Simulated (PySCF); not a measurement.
C3H11AlS, singlet, GFN2-xTB optimised geometry.

```
16

Al    -0.73    -1.25     0.00
C     -0.88    -2.21    -1.75
H     -0.53    -1.63    -2.61
H     -1.92    -2.48    -1.97
H     -0.32    -3.16    -1.77
C     -0.85     0.75     0.00
H     -0.40     1.25    -0.87
H     -0.43     1.25     0.89
H     -1.91     1.04    -0.02
C     -0.88    -2.21     1.74
H     -0.49    -1.65     2.60
H     -0.37    -3.18     1.74
H     -1.93    -2.43     1.99
S      1.91    -1.25     0.00
H      1.83    -0.36    -0.98
H      1.84    -0.31     0.93
```

Density from B3LYP/def2-TZVP in PySCF at that geometry.

Minimum of the electron density along straight lines between bonded atoms, close to the bond critical point (lines longer than 1.1 times the sum of covalent radii, or with two minima, are not listed):

```json
[
 {"bond": "Al1–C2", "length / Å": "1.998", "ρ at the minimum / e bohr⁻³": "0.081", "∇²ρ there / e bohr⁻⁵": "0.22", "position (fraction from the first atom)": "0.40"},
 {"bond": "C2–H3", "length / Å": "1.097", "ρ at the minimum / e bohr⁻³": "0.267", "∇²ρ there / e bohr⁻⁵": "-0.86", "position (fraction from the first atom)": "0.63"},
 {"bond": "C2–H4", "length / Å": "1.095", "ρ at the minimum / e bohr⁻³": "0.267", "∇²ρ there / e bohr⁻⁵": "-0.87", "position (fraction from the first atom)": "0.63"},
 {"bond": "C2–H5", "length / Å": "1.096", "ρ at the minimum / e bohr⁻³": "0.267", "∇²ρ there / e bohr⁻⁵": "-0.87", "position (fraction from the first atom)": "0.63"},
 {"bond": "Al1–C6", "length / Å": "2.011", "ρ at the minimum / e bohr⁻³": "0.079", "∇²ρ there / e bohr⁻⁵": "0.21", "position (fraction from the first atom)": "0.40"},
 {"bond": "C6–H7", "length / Å": "1.097", "ρ at the minimum / e bohr⁻³": "0.266", "∇²ρ there / e bohr⁻⁵": "-0.86", "position (fraction from the first atom)": "0.63"},
 {"bond": "C6–H8", "length / Å": "1.097", "ρ at the minimum / e bohr⁻³": "0.266", "∇²ρ there / e bohr⁻⁵": "-0.86", "position (fraction from the first atom)": "0.63"},
 {"bond": "C6–H9", "length / Å": "1.096", "ρ at the minimum / e bohr⁻³": "0.267", "∇²ρ there / e bohr⁻⁵": "-0.86", "position (fraction from the first atom)": "0.63"},
 {"bond": "Al1–C10", "length / Å": "1.997", "ρ at the minimum / e bohr⁻³": "0.081", "∇²ρ there / e bohr⁻⁵": "0.22", "position (fraction from the first atom)": "0.40"},
 {"bond": "C10–H11", "length / Å": "1.097", "ρ at the minimum / e bohr⁻³": "0.267", "∇²ρ there / e bohr⁻⁵": "-0.86", "position (fraction from the first atom)": "0.63"},
 {"bond": "C10–H12", "length / Å": "1.096", "ρ at the minimum / e bohr⁻³": "0.267", "∇²ρ there / e bohr⁻⁵": "-0.87", "position (fraction from the first atom)": "0.63"},
 {"bond": "C10–H13", "length / Å": "1.095", "ρ at the minimum / e bohr⁻³": "0.267", "∇²ρ there / e bohr⁻⁵": "-0.87", "position (fraction from the first atom)": "0.63"},
 {"bond": "S14–H15", "length / Å": "1.327", "ρ at the minimum / e bohr⁻³": "0.225", "∇²ρ there / e bohr⁻⁵": "-0.69", "position (fraction from the first atom)": "0.64"},
 {"bond": "S14–H16", "length / Å": "1.327", "ρ at the minimum / e bohr⁻³": "0.225", "∇²ρ there / e bohr⁻⁵": "-0.69", "position (fraction from the first atom)": "0.64"}
]
```
